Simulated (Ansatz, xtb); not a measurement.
**Isomers of C4H8Br2 in order of energy**

3 gas-phase structures of C4H8Br2, from a drawn sample of its isomers (lower ones may exist). Each was relaxed with GFN2-xTB; where two conformers were screened, the lower at r2SCAN-D4/def2-SVP is listed:

A. `BrCCCCBr`, a singlet
B. `C[C@H](Br)[C@H](C)Br`, a singlet
C. `CC(C)(Br)CBr`, a singlet

Make a reasoned guess at their ranking by r2SCAN-D4/def2-SVP single-point energy.

Calculated order at r2SCAN-D4/def2-SVP: C (0.0), B (0.5), A (4.3) kcal/mol. Less than 1 kcal/mol parts C and B, so the order within that pair means little.

Energies above the lowest of each column, in kcal/mol; the last columns are at PBE-D3(BJ)/def2-SVP geometries:

```tsv
structure	GFN2-xTB	HF/STO-3G	r2SCAN-D4/def2-SVP	PBE-D3(BJ)/def2-SVP	CCSD(T)/def2-SVP + ΔMP2/def2-TZVPP
C	0.0	0.5	0.0	0.0	0.0
B	1.4	0.6	0.5	0.2	1.0
A	3.9	0.0	4.3	3.2	4.3
```

CCSD(T)/def2-SVP + ΔMP2/def2-TZVPP puts C lowest, with B within 1 kcal/mol; HF/STO-3G picks A. Flexible structures stand in one conformer each, not always the lowest. ΔMP2 is the change of the MP2 energy from the smaller to the larger basis.

Programs: Ansatz 0.2.0, xtb 6.7.1.
